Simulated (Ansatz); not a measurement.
Reaction (formal exchange of groups at a B–S bond): `CSB[TeH]` + CH₄ → `CB[TeH]` + CH₃SH

Computed with Ansatz on PBE0-D4/def2-TZVP structures; ΔE is electronic, products minus reactants. CCSD(T)/CBS adds triple-zeta CCSD(T) − MP2 to the extrapolated MP2 energy (def2 sets, frozen cores). This one scheme is used for every species. Functionals use def2-TZVPP. B3LYP here is the variant with VWN-RPA as its local correlation; programs differ in this. HSE06 is defined as in plane-wave codes. def2 core potentials past Kr. For Te outer-core shells are correlated without core-valence functions, which leaves a few kJ/mol of doubt a bond. One conformer a species, not always the lowest.

`CSB[TeH]`:

Z-matrix (Å, degrees):
```
C
S 1 1.812
H 1 1.088 2 110.4
H 1 1.088 2 110.4 3 122.1
H 1 1.090 2 107.2 3 -118.9
B 2 1.763 1 103.7 3 -61.0
Te 6 2.131 2 122.2 1 -180.0
H 6 1.193 2 121.7 1 -0.0
H 7 1.659 6 95.4 2 -0.0
```

CH₄:

Z-matrix (Å, degrees):
```
C
H 1 1.090
H 1 1.090 2 109.5
H 1 1.090 2 109.5 3 -120.0
H 1 1.090 2 109.5 3 120.0
```

`CB[TeH]`:

Cartesian coordinates in Å:
```
C 0.823 -0.145 0.468
B -0.377 0.722 -0.005
Te -1.980 0.049 -1.218
H 1.758 0.320 0.128
H 0.876 -0.124 1.563
H 0.814 -1.185 0.140
H -0.477 1.875 0.297
H -1.437 -1.512 -1.373
```

CH₃SH:

Cartesian coordinates in Å:
```
C -0.245 0.370 -0.212
S 0.873 -0.377 0.994
H 0.124 0.246 -1.229
H -0.274 1.434 0.020
H -1.253 -0.032 -0.125
H 0.774 -1.640 0.552
```

| level | ΔE (kJ/mol) | difference from CCSD(T)/CBS |
| --- | --- | --- |
| LDA (SPW92) | 90.6 | 3.0 |
| PBE-D4 | 93.2 | 5.6 |
| revPBE-D4 | 94.3 | 6.7 |
| BLYP-D4 | 92.1 | 4.5 |
| r2SCAN-D4 | 92.9 | 5.3 |
| B97M-V | 90.1 | 2.5 |
| PBE0-D4 | 89.9 | 2.3 |
| B3LYP-D4 | 89.3 | 1.7 |
| r2SCANh-D4 | 91.7 | 4.1 |
| r2SCAN0-D4 | 90.0 | 2.4 |
| HSE06-D4 | 90.1 | 2.5 |
| BHLYP-D4 | 86.5 | -1.1 |
| CAM-B3LYP-D4 | 84.7 | -2.9 |
| ωB97X-V | 84.6 | -3.0 |
| ωB97M-V | 84.9 | -2.7 |
| B2PLYP | 88.0 | 0.4 |
| PBE-QIDH | 89.4 | 1.8 |
| PBE | 90.2 | 2.6 |
| revPBE | 89.2 | 1.6 |
| BLYP | 86.1 | -1.5 |
| r2SCAN | 92.1 | 4.5 |
| PBE0 | 87.2 | -0.4 |
| B3LYP | 84.3 | -3.3 |
| r2SCANh | 90.8 | 3.2 |
| BHLYP | 81.1 | -6.5 |
| CAM-B3LYP | 81.8 | -5.8 |
| LC-ωPBE | 83.2 | -4.4 |
| RPA@PBE/def2-TZVPP | 83.8 | -3.8 |
| HF/def2-SVP | 75.8 | -11.8 |
| MP2/def2-SVP | 97.0 | 9.4 |
| CCSD/def2-SVP | 87.9 | 0.3 |
| MP2/def2-TZVPP | 94.1 | 6.5 |
| SCS-MP2/def2-TZVPP | 89.3 | 1.7 |
| CCSD/def2-TZVPP | 82.6 | -5.0 |
| CCSD(T)/def2-TZVPP | 86.8 | -0.8 |
| HF/def2-QZVPP | 73.2 | -14.4 |
| SCS-MP2/def2-QZVPP | 89.4 | 1.8 |
| HF/CBS(def2) | 73.1 | -14.5 |
| MP2/CBS(def2) | 94.9 | 7.3 |
| CCSD/CBS(def2) | 83.4 | -4.2 |
| CCSD(T)/CBS | 87.6 | 0 |

Largest T1 diagnostic among the species: 0.013.

In def2-TZVPP, CCSD(T) changes the Hartree–Fock value by +12.7 kJ/mol (the triples alone add +4.2 kJ/mol) and MP2 by +20.0 kJ/mol. At CCSD(T), def2-SVP lies +4.0 kJ/mol from the extrapolated value and def2-TZVPP −0.8 kJ/mol. From r2SCAN to r2SCAN0 (25 % exact exchange), in def2-TZVPP and without D4, ΔE moves by −3.2 kJ/mol.
